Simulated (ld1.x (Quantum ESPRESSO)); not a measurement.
# Varying the ultrasoft potential for Al

Base potential:

ld1.x (Quantum ESPRESSO) 7.5 input, shortened:

```
&input
   title='Al', zed=13., rel=0, dft='PZ', iswitch=3,
   config='[Ne] 3s2 3p1'
 /
 &inputp
   pseudotype=3, tm=.true., lloc=-1, rcloc=1.60,
   nlcc=.false.,
   which_augfun='PSQ', rmatch_augfun_nc=.true.
 /
4
3S  1  0   2.00   0.00  1.50  1.70  0.0
3S  1  0   0.00   0.25  1.50  1.70  0.0
3P  2  1   1.00   0.00  1.35  1.85  0.0
3P  2  1   0.00   0.20  1.35  1.85  0.0
 &test
   configts(1)='3s2 3p1'
 /
```

Cutoffs, loose and tight: the cutoffs (Ry, on a coarse ladder) from which the occupation-weighted sum of valence levels, in a spherical-Bessel basis at the reference potential, stays within 10 and 1 mRy of its value at 400 Ry. They do not see the model core or the augmentation charge, which bear on the density cutoff. Test errors are all-electron minus pseudo excitation energies from the reference, over the configurations 3s2 3p0; 3s1 3p0; 3s2 3p0.5; 3s1 3p2; 3s2 3p1.3; 3s1 3p1; 3s0 3p3 (two spin-polarised tests are not counted in the largest error). A dash means not determined; rows that change the core or the reference have their own tests.

```tsv
change	outcome	cutoff, loose	cutoff, tight	bound ghosts	largest test error (meV)
base	generated	10 Ry	15 Ry	none	+72
waves 3s (bound): rcut 1.06, rcutus 1.12 bohr; 3s channel at 0.25 Ry: rcut 1.06, rcutus 1.12 bohr	failed: chargeps: negative rho	–	–	–	–
waves 3s (bound): rcut 1.20, rcutus 1.28 bohr; 3s channel at 0.25 Ry: rcut 1.20, rcutus 1.28 bohr	failed: chargeps: negative rho	–	–	–	–
waves 3s (bound): rcut 1.34, rcutus 1.42 bohr; 3s channel at 0.25 Ry: rcut 1.34, rcutus 1.42 bohr	failed: chargeps: negative rho	–	–	–	–
waves 3s (bound): rcut 1.50, rcutus 1.58 bohr; 3s channel at 0.25 Ry: rcut 1.50, rcutus 1.58 bohr	failed: chargeps: negative rho	–	–	–	–
waves 3s (bound): rcut 1.50, rcutus 1.90 bohr; 3s channel at 0.25 Ry: rcut 1.50, rcutus 1.90 bohr	generated	8 Ry	12 Ry	none	+73
waves 3s (bound): rcut 1.50, rcutus 2.12 bohr; 3s channel at 0.25 Ry: rcut 1.50, rcutus 2.12 bohr	generated	6 Ry	8 Ry	none	+73
waves 3s (bound): rcut 1.50, rcutus 2.20 bohr; 3s channel at 0.25 Ry: rcut 1.50, rcutus 2.20 bohr	generated	6 Ry	8 Ry	none	+73
waves 3s (bound): rcut 1.50, rcutus 2.40 bohr; 3s channel at 0.25 Ry: rcut 1.50, rcutus 2.40 bohr	generated	6 Ry	6 Ry	none	+74
waves 3s (bound): rcut 1.50, rcutus 2.54 bohr; 3s channel at 0.25 Ry: rcut 1.50, rcutus 2.54 bohr	generated	6 Ry	6 Ry	none	+74
```

Reading the sweep of the s radius (base included, trends over the rows without a ghost): The loose cutoff falls from 10 Ry at 1.7 to 6 Ry at 2.54 bohr. A larger radius leaves more room for a smooth pseudo-wave, so fewer plane waves are needed; a smaller one forces it to follow the all-electron wave where it bends sharply. The median size of the test errors (rows with all tests solved) rises from 8.0 meV at 1.7 to 10.5 meV at 2.54 bohr. More of the atom is replaced by a form fitted at one configuration, so other configurations suffer as the radius grows. The generation fails at 1.12, 1.28, 1.42, 1.58 bohr.
